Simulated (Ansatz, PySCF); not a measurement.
Gas-phase reaction in SMILES: C#N (CHN) [formonitrile] + 3 [H][H] (H2) -> C (CH4) + N (NH3)
Each molecule is optimised on its own at B3LYP-D3(BJ)/def2-TZVP (Ansatz, an electronic-structure program).

Property: energy of full hydrogenation (enthalpy at 298 K, with B3LYP-D3(BJ) rigid-rotor harmonic-oscillator terms from PySCF), in kcal/mol. Cores are frozen in the correlated levels unless marked. Spin-orbit coupling is left out. Non-relativistic. Basis-set limits of correlation are two-point, X^-3; Hartree-Fock from the larger set.

```
level                                 program  energy of full hydrogenation (kcal/mol)
------------------------------------  -------  ---------------------------------------
PBE0/def2-QZVPP                        Ansatz                               (withheld)
SCS-MP2/aug-cc-pVDZ                    Ansatz                                    -57.8
CCSD/def2-QZVPP                        Ansatz                                    -62.3
CCSD/def2-QZVPPD                       Ansatz                               (withheld)
CCSD(T)/CBS(def2-TZVPPD,def2-QZVPPD)   Ansatz                                    -60.9
```

Task: Some entries are withheld; supply them.

Result: 
- PBE0/def2-QZVPP, energy of full hydrogenation (kcal/mol): -71.5
- CCSD/def2-QZVPPD, energy of full hydrogenation (kcal/mol): -62.5
